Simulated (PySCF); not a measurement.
## Simulated absorption spectrum

C₅H₁₁F₂NSi.
Geometry (PBE0-D3(BJ)/def2-SVP, Å), atoms numbered from 1 in this order:
```
atom  x, y, z in Å
F1     1.7647    1.0082   -2.1629
C2     2.4624    0.7046   -1.0274
F3     3.7151    0.3265   -1.3976
Si4    1.5744   -0.7342   -0.1153
N5    -0.0549   -0.2823    0.2108
C6    -0.7316   -0.4014    1.4995
C7    -2.1056    0.2132    1.2489
C8    -2.3691   -0.1427   -0.2098
C9    -1.0004    0.0627   -0.8508
H10    2.5517    1.6371   -0.4379
H11    2.2726   -0.9830    1.1791
H12    1.7111   -1.9135   -1.0286
H13   -0.1848    0.1208    2.3027
H14   -0.8386   -1.4580    1.8161
H15   -2.8721   -0.1619    1.9424
H16   -2.0544    1.3085    1.3647
H17   -3.1551    0.4674   -0.6780
H18   -2.6701   -1.2001   -0.2915
H19   -0.8735    1.1111   -1.1804
H20   -0.8580   -0.5678   -1.7461
```

Level of theory: TDDFT CAM-B3LYP/def2-SVPD, vertical, gas phase, core orbitals frozen in the response (PySCF).

Each state is given a Gaussian of 0.5 eV full width at half maximum, with ε(max) = 2.175×10⁸ f / Δν̃ (Δν̃ the width in cm⁻¹). The cross-section is σ = 3.8235×10⁻²¹ ε cm², given in Mb (10⁻¹⁸ cm²). The width is an assumption, not a result. The curve ends short of the highest state used, and states not computed would add to its high-energy end.

λ (nm), σ (Mb) and a bar:
```
    166.6       8.70 ##############################
    169.3       7.79 ###########################
    172.1       7.70 ###########################
    174.9       7.61 ##########################
    177.7       7.10 ########################
    180.5       6.28 ######################
    183.2       5.50 ###################
    186.0       5.04 #################
    188.8       5.13 ##################
    191.6       5.69 ####################
    194.4       6.34 ######################
    197.1       6.57 #######################
    199.9       6.13 #####################
    202.7       5.08 #################
    205.5       3.78 #############
    208.3       2.61 #########
    211.0       1.78 ######
    213.8       1.23 ####
    216.6       0.88 ###
    219.4       0.65 ##
    222.2       0.46 ##
    224.9       0.32 #
    227.7       0.20 #
    230.5       0.12 
    233.3       0.07 
    236.1       0.03 
    238.9       0.02 
    241.6       0.01 
    244.4       0.00 
    247.2       0.00
```

(1) Where are the band maxima, and which computed states make them?

(2) On this curve, what absorbance would a 10⁻³ mol/L sample give at 222 nm over a 1 cm path?

(3) Coming from long wavelengths, where does ε first pass 100 L mol⁻¹ cm⁻¹?

## Answers

(1) 197 nm (6.30 eV), ε about 1700, made up of S2 (83%) and S3 (15%); 173 nm (7.18 eV), ε about 2000, made up of S4 (12%), S5 (15%), S6 (43%) and S7 (24%) (hardly more than a shoulder) (ε in L mol⁻¹ cm⁻¹; maxima over ε = 5, shares over 10%). At its high-energy end, 7.44 eV, the curve is still rising (ε about 2300, from S6, S7 and S8). The states used: S1 5.77 eV (f 0.0030); S2 6.25 eV (f 0.027); S3 6.55 eV (f 0.0096); S4 6.86 eV (f 0.014); S5 7.01 eV (f 0.0075); S6 7.17 eV (f 0.016); S7 7.34 eV (f 0.012); S8 7.70 eV (f 0.048); S9 7.90 eV (f 0.0084); S10 8.04 eV (f 0.0092).

(2) 222 nm is 5.585 eV, where ε is about 120 L mol⁻¹ cm⁻¹, so A = ε c l ≈ 0.12 (Beer–Lambert, with the gas-phase spectrum and the assumed width).

(3) At about 224 nm (5.54 eV), 0.22 eV below S1.

All these states lie below the vertical ionisation energy of 8.35 eV (ΔSCF).

One conformer stands for the species.
